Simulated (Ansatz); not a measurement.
Reaction (formal hydrolysis of a Zr–F bond): `C[NH][Zr]([F])([NH]C)[NH]C` + H₂O → `C[NH][Zr]([OH])([NH]C)[NH]C` + H–F

Program: Ansatz. Geometries: PBE0-D4/def2-TZVP. ΔE: electronic, gas phase. CCSD(T)/CBS is the MP2 limit (def2-TZVPP, def2-QZVPP) plus CCSD(T) − MP2 in def2-TZVPP, frozen cores. This one scheme is used for every species. Functionals use def2-TZVPP. def2 core potentials past Kr. For Zr outer-core shells are correlated without core-valence functions, which leaves a few kJ/mol of doubt a bond. One conformer a species, not always the lowest.

```json
{"species": "`C[NH][Zr]([F])([NH]C)[NH]C`", "BLYP-D4 energy (Eh)": "-432.91796"}
{"species": "H₂O", "BLYP-D4 energy (Eh)": "-76.44924"}
{"species": "`C[NH][Zr]([OH])([NH]C)[NH]C`", "BLYP-D4 energy (Eh)": "-408.86184"}
{"species": "H–F", "BLYP-D4 energy (Eh)": "-100.48156"}
```

(1) Work out ΔE.

Largest T1 diagnostic among the species: 0.016.

Answers

(1) ΔE = (-408.86184) + (-100.48156) − (-432.91796) − (-76.44924) = 0.02380 Eh = +62.5 kJ/mol. CCSD(T)/CBS gives +53.8 kJ/mol.

From BLYP to BHLYP (50 % exact exchange), in def2-TZVPP and without D4, ΔE moves by −5.3 kJ/mol. The D4 term adds −3.1 kJ/mol with B3LYP and −1.8 kJ/mol with PBE0; it sums over pairs of atoms, weighted by their polarisabilities, and B3LYP, whose exchange is more repulsive, gets the larger term. Leaving LDA and LC-ωPBE aside and taking each functional with its dispersion term where it has one, the values, not all of them listed here, spread over 7.9 kJ/mol, from PBE-QIDH to B97M-V. LDA lies −7.3 kJ/mol from PBE without D4.

B3LYP here is the variant with VWN-RPA as its local correlation; programs differ in this.
